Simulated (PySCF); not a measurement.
# Silicon: a sound run and one with changed settings

Sound run: Si²⁺ [Ne] 3s2, Si³⁺ [Ne] 3s1. Calculation: PySCF 2.14, in cc-pVTZ-DK (5s4p2d1f, 34 functions); scalar relativity by spin-free X2C-1e. In the sound run the correlated levels freeze [Ne]. The sound run starts from symmetry-adapted Hartree-Fock orbitals and uses a fine grid where one is needed.

Changed run: initial guess sap, at most 50 SCF cycles.

```tsv
species	method	sound run (hartree)	changed run (hartree)	converged
Si²⁺	UHF	-288.59764	-288.59764	yes
Si²⁺	LDA	-287.90749	-287.90749	yes
Si²⁺	CCSD(T)	-288.64211	-288.64211	yes
Si³⁺	PBE	-287.70501	-287.70501	yes
```

Here the plain start reaches the same solutions.
